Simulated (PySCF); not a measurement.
H3OSi, SMILES [OH+]=[SiH2], charge +1. Atoms are numbered in the order given.

```xyz
5

O      0.1064     1.0282     0.0000
Si    -0.0146    -0.5360     0.0000
H     -0.5933     1.6978     0.0000
H     -1.3294    -1.1938     0.0000
H      1.2767    -1.2257     0.0000
```
Charge +1, spin multiplicity 1.

Geometry: r2SCAN-D4/def2-TZVP. The isomer is the one that the SMILES or the coordinates give; other isomers of the formula were not compared.

Calculation: r2SCAN-D4/def2-TZVP run with PySCF.

Frequencies are harmonic and unscaled.

```csv
mode,ν (cm⁻¹),IR (km/mol),moving atoms (share of kinetic energy)
1,577,167.3,"H 88 %, O 11 %"
2,606,98.3,H 95 %
3,721,18.5,"H 88 %, Si 11 %"
4,739,166.1,"H 71 %, O 20 %, Si 9 %"
5,936,23.8,H 95 %
6,1092,85.2,"O 51 %, Si 37 %, H 12 %"
7,2290,1.7,H 98 %
8,2367,0.1,H 95 %
9,3776,354.3,H 94 %
```
